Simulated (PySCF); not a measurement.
**Nuclear quadrupole coupling in `C#CP(C)C(C)=O`**

C5H7OP.
Cartesian coordinates in Å at the GFN2-xTB level; atoms count from 1:
```xyz
14
C5H7OP angstrom
C     -1.0052    2.2157   -0.8549
C     -0.2437    1.2903   -0.7535
P      0.9298   -0.0281   -0.7513
C      2.0208    0.5438    0.6269
C     -0.1122   -1.2237    0.2303
C     -1.4953   -1.4613   -0.3005
O      0.3626   -1.7962    1.1775
H     -1.6819    3.0183   -0.9033
H      1.4311    0.8491    1.4899
H      2.6704   -0.2839    0.9078
H      2.6304    1.3768    0.2798
H     -1.4707   -1.5094   -1.3878
H     -1.9134   -2.3751    0.1160
H     -2.1233   -0.6168   -0.0184
```

Field gradients from the PBE0/pcSseg-1 density (PySCF, non-relativistic), principal values in atomic units, ordered |Vxx| ≤ |Vyy| ≤ |Vzz|:

| atom | Vxx | Vyy | Vzz |
| --- | --- | --- | --- |
| O7 | 0.4730 | 1.4140 | -1.8870 |

Question: Find the asymmetry η = (Vxx − Vyy)/Vzz and the couplings χ = eQV/h (234.96 MHz × Q in barn × V in au), with Q(17O) = −0.0256 b.

Answer: 
| atom | environment | nucleus | η | χzz (MHz) | χxx (MHz) | χyy (MHz) |
| --- | --- | --- | --- | --- | --- | --- |
| O7 | carbonyl oxygen | 17O | 0.50 | 11.35 | -2.85 | -8.51 |

The tensor is traceless: Vxx + Vyy + Vzz = 0.

Question: What is Vzz at O7 in SI units (1 au = 9.71736 × 10²¹ V/m²)?

Answer: -1.8870 au = -18.337 × 10²¹ V/m².

Question: And the gradient at the other heavy atoms, for which no coupling is worked out here?

Answer: 
```json
{"atom": "C1", "environment": "terminal alkyne carbon", "Vzz (au)": "-0.320", "η": "0.45"}
{"atom": "C2", "environment": "alkyne carbon", "Vzz (au)": "-0.273", "η": "0.15"}
{"atom": "P3", "environment": "phosphine phosphorus", "Vzz (au)": "-1.371", "η": "0.41"}
{"atom": "C4", "environment": "sp3 carbon bound to phosphorus", "Vzz (au)": "0.148", "η": "0.17"}
{"atom": "C5", "environment": "carbonyl carbon", "Vzz (au)": "0.537", "η": "0.17"}
{"atom": "C6", "environment": "methyl carbon next to a carbonyl", "Vzz (au)": "0.079", "η": "0.70"}
```

Question: What couplings would deuterons (Q(2H) = 0.00286 b) have in place of the hydrogens, at this geometry?

Answer: 
```tsv
atom	bonded to	bond length (Å)	Vzz (au)	η	χzz (kHz)
H8	C1	1.051	0.3910	0.02	263
H9	C4	1.089	0.3116	0.03	209
H10	C4	1.089	0.3116	0.04	209
H11	C4	1.089	0.3136	0.03	211
H12	C6	1.089	0.3092	0.05	208
H13	C6	1.088	0.3120	0.01	210
H14	C6	1.090	0.3083	0.03	207
```

Geometry: GFN2-xTB, one conformer, isolated molecule. GFN2-xTB bond lengths can be off by several hundredths of an ångström, more for odd bonds, and the gradients follow them. With a basis this small, the couplings can be 20 % off.
